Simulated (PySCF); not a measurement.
**BeH₂: bend–stretch map**

Level of theory: TPSS/[Be def2-TZVP, H def2-TZVP], no relativity, density fitting, PySCF.

Rigid scan from the singlet minimum (Be–H 1.338 Å (×2); H–Be–H 180.0°). Coordinate: rows scale both bonds, columns set the H–Be–H angle. Energies in kJ/mol from the minimum.

**Question.** Give the energy map for rows 0.94, 0.97, 1.00, 1.03, 1.06, 1.10 and columns 90, 105, 120, 135, 150, 165, 180.

**Answer.** 
```tsv
scale \ angle	90	105	120	135	150	165	180
0.94	202.3	137.7	88.8	53.2	29.0	15.0	10.4
0.97	191.6	127.8	79.7	44.6	20.8	7.0	2.5
1.00	186.2	123.4	76.0	41.5	18.1	4.5	0.0
1.03	185.3	123.5	76.9	43.1	20.0	6.6	2.2
1.06	188.4	127.6	81.8	48.6	25.9	12.7	8.4
1.10	197.4	138.0	93.4	61.0	38.9	25.9	21.7
```

**Question.** And the size of the dipole moment (D) on the same grid?

**Answer.** 
| scale \ angle | 90 | 105 | 120 | 135 | 150 | 165 | 180 |
| --- | --- | --- | --- | --- | --- | --- | --- |
| 0.94 | 3.13 | 2.77 | 2.31 | 1.78 | 1.21 | 0.61 | 0.00 |
| 0.97 | 3.17 | 2.80 | 2.33 | 1.79 | 1.21 | 0.61 | 0.00 |
| 1.00 | 3.21 | 2.82 | 2.34 | 1.80 | 1.22 | 0.62 | 0.00 |
| 1.03 | 3.25 | 2.85 | 2.36 | 1.82 | 1.23 | 0.62 | 0.00 |
| 1.06 | 3.29 | 2.88 | 2.38 | 1.83 | 1.24 | 0.62 | 0.00 |
| 1.10 | 3.34 | 2.91 | 2.41 | 1.85 | 1.25 | 0.63 | 0.00 |

The bond scale of lowest energy on the grid is 1.03 at 90°, 1.00 at 105°, 1.00 at 120°, 1.00 at 135°, 1.00 at 150°, 1.00 at 165°, 1.00 at 180°.

Other isomers or separated fragments may lie lower.
